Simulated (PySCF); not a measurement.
CAM-B3LYP single point of triplet HfH2 at its PBE0 minimum.

An equivalent PySCF input for this run (the driver started from the density of an earlier step):

```python
from pyscf import gto, scf, dft
mol = gto.M(atom='''
Hf     0.000000    -0.000000    -0.009993
H      1.620144    -0.000000     0.910533
H     -1.620144     0.000000     0.910533''',
    basis={'Hf': 'def2-TZVP', 'H': 'def2-TZVP'},
    ecp={'Hf': 'def2-TZVP'},
    charge=0, spin=2)
mf = dft.UKS(mol, xc='CAMB3LYP')
mf.grids.atom_grid = (75, 302)
aux = {'Hf': 'def2-universal-JKFIT', 'H': 'def2-universal-JKFIT'}
mf = mf.density_fit(auxbasis=aux)
mf.conv_tol = 1e-08
mf.diis_space = 10
mf.max_cycle = 60
mf.verbose = 4
mf.kernel()
```

SCF log (excerpt):

```
init E= -49.0201024372056
cycle= 1 E= -49.020840001433  delta_E= -0.000738  |g|= 0.00849  |ddm|= 0.0616
cycle= 2 E= -49.0209347743214  delta_E= -9.48e-05  |g|= 0.00408  |ddm|= 0.0245
cycle= 3 E= -49.0209571558719  delta_E= -2.24e-05  |g|= 0.00169  |ddm|= 0.0072
cycle= 4 E= -49.0209673065459  delta_E= -1.02e-05  |g|= 0.000477  |ddm|= 0.0083
cycle= 5 E= -49.0209686820945  delta_E= -1.38e-06  |g|= 0.000213  |ddm|= 0.00291
cycle= 6 E= -49.0209689581816  delta_E= -2.76e-07  |g|= 0.000128  |ddm|= 0.00104
cycle= 7 E= -49.0209691001598  delta_E= -1.42e-07  |g|= 5.28e-05  |ddm|= 0.00102
cycle= 8 E= -49.0209691253491  delta_E= -2.52e-08  |g|= 2.64e-05  |ddm|= 0.000382
cycle= 9 E= -49.0209691338902  delta_E= -8.54e-09  |g|= 5.66e-06  |ddm|= 0.000325
Extra cycle  E= -49.020969134062  delta_E= -1.72e-10  |g|= 3.56e-06  |ddm|= 2.19e-05
converged SCF energy = -49.020969134062  <S^2> = 2.0021616  2S+1 = 3.0014407
```

Other spin states or occupations of the open shell can lie lower. Spin–orbit coupling, left out here, can matter for elements this heavy.

This run, together with those of the ionised and electron-attached species (not shown), took 3 s on 2 threads of a shared Arm Neoverse V1 host, with 52 basis functions; the process peaked at 0.64 GiB.
